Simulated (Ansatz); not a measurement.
Geometry optimisation, RKS PBE0/def2-SVP (Ansatz 0.2.0).

The input (input.yaml):

```yaml
crystal:
  periodic: [false, false, false]
  atoms:
    - { symbol: "N", position_ang: [-0.4479, 1.1311, 0.2825] }
    - { symbol: B, position_ang: [-0.4023, -0.1973, -0.3891] }
    - { symbol: "N", position_ang: [0.5202, -1.2498, 0.1416] }
    - { symbol: Br, position_ang: [-1.4692, -0.6065, -1.9759] }
    - { symbol: H, position_ang: [-1.31768, 1.64609, -0.09149] }
    - { symbol: H, position_ang: [-0.52925, 1.08259, 1.28502] }
    - { symbol: H, position_ang: [0.3284, -1.4059, 1.1611] }
    - { symbol: H, position_ang: [1.5523, -0.8245, 0.1304] }
basis:
  gaussian: { orbitals: def2-SVP }
hamiltonian:
  xc: pbe0
relax:
  f_tol: 0.015
  max_steps: 40
```

Run as:

```bash
$ ansatz run input.yaml --threads 1 --pin off --max-ram 2048MiB --backend cpu --events-out ev --progress --plain --runs-dir out
```

Problem. Where does it end, and by what steps?

Solution. It converged. After 12 steps the energy has fallen by 1.370 eV; H8 moved furthest, 1.21 Å.

| step | energy less start (eV) | largest force component (eV/Å) | accepted |
| --- | --- | --- | --- |
| 0 | 0.0000 | 3.028 | yes |
| 1 | -0.4463 | 1.408 | yes |
| 2 | -0.5942 | 1.626 | yes |
| 3 | -0.7221 | 1.254 | yes |
| 4 | -0.8277 | 0.507 | yes |
| 5 | -0.9327 | 1.434 | yes |
| 6 | -1.0895 | 1.194 | yes |
| 7 | -1.2314 | 0.800 | yes |
| 8 | -1.3282 | 0.382 | yes |
| 9 | -1.3692 | 0.056 | yes |
| 10 | -1.3704 | 0.037 | yes |
| 11 | -1.3705 | 0.027 | yes |
| 12 | -1.3705 | 0.001 | yes |

```xyz
8
Properties=species:S:1:pos:R:3
N -0.866 1.003 0.395
B -0.326 -0.109 -0.275
N 0.589 -1.022 0.276
Br -0.896 -0.409 -2.124
H -1.521 1.628 -0.047
H -0.636 1.244 1.349
H 0.944 -0.955 1.219
H 0.946 -1.805 -0.250
```

Whether the end is a true minimum wasn't checked by a vibrational analysis.

Run time: 55 s on 1 CPU thread of a shared host.
